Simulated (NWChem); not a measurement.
System: C2H5NOSi; SMILES C(O[SiH2]C)#N

```xyz
10

C     -1.1842    -1.6220     0.1132
Si     0.5634    -1.0316    -0.1019
O      0.6795     0.6000     0.4613
C     -0.0165     1.5805     0.0321
N     -0.6430     2.4857    -0.3415
H     -1.8814    -0.9955    -0.4646
H     -1.4845    -1.5941     1.1715
H     -1.2798    -2.6590    -0.2463
H      1.5469    -1.7355     0.7569
H      0.9938    -1.0253    -1.5269
```
Atoms are numbered in this order, from 1.

Level: PBE0/def2-SVP (NWChem), optimised geometry, unscaled harmonic frequencies. 

```tsv
frequency (cm⁻¹)	IR intensity (km/mol)
48	1.5
110	2.8
168	0.4
243	4.7
496	7.8
525	7.1
531	8.3
659	38.8
709	22.0
735	37.5
767	51.9
881	48.8
922	281.7
953	120.2
1235	199.0
1273	40.3
1421	5.6
1426	5.7
2267	92.1
2299	102.6
2432	279.5
3062	0.3
3167	0.1
3177	0.1
```

The zero-point energy comes out as 42.2 kcal/mol, the thermal correction to the enthalpy at 298.15 K (with zero-point energy) is 47.0 kcal/mol and the heat capacity Cv is 22.3 cal/(mol K). The entropy at 298.15 K and 1 atm (symmetry number 1) is 81.6 cal/(mol K) and the dipole moment is 5.02 D.

Rigid rotor and harmonic oscillator; modes under 100 cm⁻¹ make the entropy uncertain.
